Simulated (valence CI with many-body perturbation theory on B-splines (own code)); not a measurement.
W43+: calculated level list

Level of theory: configuration interaction combined with many-body perturbation theory (CI+MBPT): three valence electrons over a frozen Dirac-Fock core [Ar] 3d10, radial functions for each j: 11 s, 11 p, 10 d, 8 f, 5 g, 2 h, with the one-electron correlation potential Σ1, the two-electron term Σ2, the three-electron term Σ3, Breit, model QED; selected CI, second order for the rest, scaled by the run's own slope (own B-spline code, finite nucleus).

The last digits are not significant, and no measured levels were compared; by estimate large intervals hold to a few tenths of a per cent, small ones and those within an open d or f shell to about a per cent.

Levels 46 to 90 of 188, with energies above the lowest level, (4s^2 4p1/2) J=1/2. "Leading %" is the weight of the configuration and term that name the level; weights of strongly mixed levels are sums over their largest components and can fall short. In the jj column 3d3/2^4 stands for four electrons in 3d with j = 3/2. Lifetimes count E1, E2, E3, M1 and M2 decay at the calculated energies, and are blank where another channel may lead or the interval is too uncertain; long ones can be off by a factor of two.

| No. | Configuration | Term | J | E (eV) | Leading % | g | Lifetime | Second component | Leading jj |
| --- | --- | --- | --- | --- | --- | --- | --- | --- | --- |
| 46 | 4p2 4d | 2G | 7/2 | 530.76 | 23 | 1.001 | 26.2 ps | 16 % 4s 4p 4f 2F | 4s 4p1/2 4f5/2 (56 %) |
| 47 | 4s 4p 4f | 4F | 7/2 | 536.84 | 32 | 1.183 | 6.40 ps | 24 % 4s 4p 4f 4D | 4s 4p1/2 4f7/2 (88 %) |
| 48 | 4s 4p 4f | 4G | 5/2 | 537.78 | 38 | 0.819 | 2.19 ps | 21 % 4p2 4d 4F | 4s 4p1/2 4f5/2 (53 %) |
| 49 | 4p2 4d | 4F | 3/2 | 537.93 | 26 | 0.837 | 2.87 ps | 19 % 4s 4p 4f 4F | 4p1/2 4p3/2 4d3/2 (67 %) |
| 50 | 4p2 4d | 4D | 1/2 | 539.96 | 82 | 0.157 | 1.93 ps | 15 % 4p2 4d 2P | 4p1/2 4p3/2 4d3/2 (99 %) |
| 51 | 4p2 4d | 2F | 5/2 | 540.45 | 24 | 1.052 | 2.29 ps | 15 % 4s 4p 4f 2D | 4s 4p1/2 4f5/2 (55 %) |
| 52 | 4s 4p 4f | 4F | 3/2 | 542.98 | 35 | 0.711 | 1.81 ps | 15 % 4s 4p 4f 2D | 4s 4p1/2 4f5/2 (65 %) |
| 53 | 4s 4p 4f | 4G | 7/2 | 543.45 | 25 | 1.125 | 2.96 ps | 24 % 4s 4p 4f 4D | 4s 4p1/2 4f7/2 (66 %) |
| 54 | 4s 4p 4f | 4G | 9/2 | 543.53 | 33 | 1.198 | 8.14 ps | 33 % 4s 4p 4f 2G | 4s 4p1/2 4f7/2 (93 %) |
| 55 | 4s 4p 4f | 2F | 5/2 | 545.66 | 27 | 1.070 | 2.50 ps | 18 % 4s 4p 4f 4F | 4s 4p1/2 4f7/2 (82 %) |
| 56 | 4s 4p 4f | 2G | 7/2 | 551.95 | 24 | 1.070 | 1.79 ps | 22 % 4p2 4d 2F | 4p1/2 4p3/2 4d3/2 (36 %) |
| 57 | 4p2 4d | 2D | 3/2 | 555.65 | 41 | 1.123 | 648 fs | 16 % 4p2 4d 2P | 4p1/2 4p3/2 4d3/2 (90 %) |
| 58 | 4p2 4d | 4P | 1/2 | 557.96 | 38 | 1.783 | 672 fs | 30 % 4p2 4d 2P | 4p1/2 4p3/2 4d3/2 (94 %) |
| 59 | 4p2 4d | 4P | 5/2 | 559.21 | 35 | 1.247 | 747 fs | 21 % 4p2 4d 4F | 4p1/2 4p3/2 4d3/2 (55 %) |
| 60 | 4p2 4d | 4D | 7/2 | 561.40 | 41 | 1.306 | 1.54 ps | 34 % 4p2 4d 4F | 4p1/2 4p3/2 4d5/2 (89 %) |
| 61 | 4p2 4d | 2G | 9/2 | 563.84 | 57 | 1.184 | 2.68 ps | 34 % 4p2 4d 4F | 4p1/2 4p3/2 4d5/2 (90 %) |
| 62 | 4p2 4d | 2P | 3/2 | 566.24 | 49 | 1.400 | 1.43 ps | 30 % 4p2 4d 4P | 4p1/2 4p3/2 4d5/2 (92 %) |
| 63 | 4p2 4d | 2D | 5/2 | 567.57 | 45 | 1.150 | 1.60 ps | 26 % 4p2 4d 4D | 4p1/2 4p3/2 4d5/2 (90 %) |
| 64 | 4p2 4d | 2F | 7/2 | 579.42 | 44 | 1.063 | 1.26 ps | 27 % 4p2 4d 2G | 4p1/2 4p3/2 4d5/2 (74 %) |
| 65 | 4p2 4d | 2D | 3/2 | 580.59 | 63 | 0.904 | 1.42 ps | 15 % 4p2 4d 2P | 4p1/2 4p3/2 4d5/2 (92 %) |
| 66 | 4p2 4d | 2P | 1/2 | 581.34 | 59 | 1.137 | 1.37 ps | 33 % 4p2 4d 2S | 4p1/2 4p3/2 4d5/2 (94 %) |
| 67 | 4p2 4d | 2D | 5/2 | 582.40 | 30 | 1.151 | 806 fs | 23 % 4p2 4d 2F | 4p1/2 4p3/2 4d5/2 (70 %) |
| 68 | 4s 4d2 | 4F | 3/2 | 601.37 | 81 | 0.485 | 521 fs | 14 % 4s 4d2 2D | 4s 4d3/2^2 (92 %) |
| 69 | 4s 4d2 | 4F | 5/2 | 605.79 | 61 | 1.072 | 508 fs | 18 % 4s 4d2 2D | 4s 4d3/2^2 (80 %) |
| 70 | 4s 4d2 | 4P | 1/2 | 611.90 | 69 | 2.380 | 529 fs | 21 % 4s 4d2 2S | 4s 4d3/2^2 (86 %) |
| 71 | 4s 4d2 | 4F | 7/2 | 617.66 | 60 | 1.164 | 1.14 ps | 9 % 4s 4d2 2G | 4s 4d3/2 4d5/2 (69 %) |
| 72 | 4s 4d2 | 4F | 5/2 | 620.00 | 25 | 1.163 | 1.02 ps | 20 % 4s 4d2 2D | 4s 4d3/2 4d5/2 (65 %) |
| 73 | 4s 4d2 | 2G | 9/2 | 621.01 | 40 | 1.175 | 1.35 ps | 22 % 4s 4p 4f 4G | 4s 4d3/2 4d5/2 (57 %) |
| 74 | 4s 4d2 | 4P | 3/2 | 623.06 | 49 | 1.255 | 922 fs | 23 % 4s 4d2 2D | 4s 4d3/2 4d5/2 (78 %) |
| 75 | 4s 4d2 | 2G | 7/2 | 623.94 | 31 | 1.063 | 1.17 ps | 23 % 4s 4d2 4F | 4s 4d3/2 4d5/2 (54 %) |
| 76 | 4s 4d2 | 4P | 3/2 | 626.98 | 47 | 1.339 | 926 fs | 13 % 4s 4d2 2D | 4s 4d3/2 4d5/2 (64 %) |
| 77 | 4s 4d2 | 4P | 5/2 | 628.69 | 43 | 1.250 | 866 fs | 23 % 4s 4d2 2F | 4s 4d3/2 4d5/2 (67 %) |
| 78 | 4s 4p 4f | 4F | 9/2 | 631.01 | 47 | 1.251 | 4.22 ps | 15 % 4s 4d2 2G | 4s 4p3/2 4f7/2 (68 %) |
| 79 | 4s 4d2 | 2P | 1/2 | 631.23 | 40 | 1.062 | 926 fs | 16 % 4s 4p 4f 4D | 4s 4d3/2 4d5/2 (52 %) |
| 80 | 4s 4d2 | 2G | 7/2 | 631.63 | 27 | 1.039 | 1.25 ps | 20 % 4s 4p 4f 4F | 4s 4p3/2 4f5/2 (57 %) |
| 81 | 4s 4p 4f | 4F | 7/2 | 633.13 | 27 | 1.216 | 3.72 ps | 18 % 4s 4p 4f 4D | 4s 4p3/2 4f7/2 (60 %) |
| 82 | 4s 4d2 | 2F | 5/2 | 634.56 | 28 | 1.043 | 1.03 ps | 26 % 4s 4p 4f 4F | 4s 4p3/2 4f5/2 (57 %) |
| 83 | 4s 4p 4f | 4G | 11/2 | 634.68 | 100 | 1.269 | 3.30 ps |  | 4s 4p3/2 4f7/2 (100 %) |
| 84 | 4s 4p 4f | 4D | 3/2 | 635.43 | 68 | 1.037 | 1.57 ps | 13 % 4s 4p 4f 4F | 4s 4p3/2 4f5/2 (72 %) |
| 85 | 4s 4p 4f | 4D | 1/2 | 635.59 | 83 | 0.193 | 1.62 ps | 9 % 4s 4d2 2P | 4s 4p3/2 4f5/2 (83 %) |
| 86 | 4s 4d2 | 4F | 9/2 | 637.59 | 56 | 1.271 | 1.15 ps | 19 % 4s 4p 4f 4G | 4s 4d5/2^2 (40 %) |
| 87 | 4s 4p 4f | 2F | 5/2 | 639.54 | 35 | 1.097 | 2.40 ps | 30 % 4s 4p 4f 4D | 4s 4p3/2 4f7/2 (90 %) |
| 88 | 4p2 4f | 2F° | 5/2 | 642.82 | 37 | 0.842 | 2.56 ps | 32 % 4p2 4f 4G° | 4p1/2^2 4f5/2 (96 %) |
| 89 | 4s 4p 4f | 2F | 5/2 | 643.05 | 48 | 0.980 | 1.03 ps | 9 % 4s 4p 4f 4G | 4s 4p3/2 4f5/2 (64 %) |
| 90 | 4s 4p 4f | 2G | 7/2 | 643.27 | 16 | 1.110 | 1.07 ps | 16 % 4s 4d2 2F | 4s 4p3/2 4f5/2 (38 %) |

Where two levels of one J and parity lie close, their mixing, g and order are uncertain.
